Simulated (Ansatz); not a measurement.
Species: C2H7Ga, SMILES `[CH3][GaH][CH3]` (charge 0, multiplicity 1), formula C2H7Ga.

Problem. How many basis functions does Ansatz (a quantum-chemistry and plane-wave program) with frozen-core CCSD(T)/cc-pVTZ // B3LYP-D3(BJ)/def2-TZVP use, how many core orbitals are frozen, and how many electrons are correlated?

Solution. 201 basis functions and 11 frozen orbitals, which leaves 28 correlated electrons (filled d shells below the valence shell are correlated). Core time is of the order of minutes.
